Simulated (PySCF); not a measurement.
A structure optimised at B3LYP-D3(BJ)/def2-SVP, used in a PySCF frequency run:

```xyz
16

C      0.0000     0.7101     2.3809
C      0.0000    -0.7101     2.3809
C      0.0000    -1.4126     1.1949
C      0.0000    -0.7171    -0.0435
N      0.0000    -1.4145    -1.2126
C      0.0000    -0.7125    -2.3216
C      0.0000     0.7125    -2.3216
N      0.0000     1.4145    -1.2126
C      0.0000     0.7171    -0.0435
C      0.0000     1.4126     1.1949
H      0.0000     1.2459     3.3330
H      0.0000    -1.2459     3.3330
H      0.0000    -2.5036     1.1646
H      0.0000    -1.2579    -3.2733
H      0.0000     1.2579    -3.2733
H      0.0000     2.5036     1.1646
```

Write its SMILES, formula and point group.

c1ccc2nccnc2c1, C₈H₆N₂, C2v

What are its rotational constants (standard atomic weights)?

3.1665, 1.3030, 0.92312 GHz
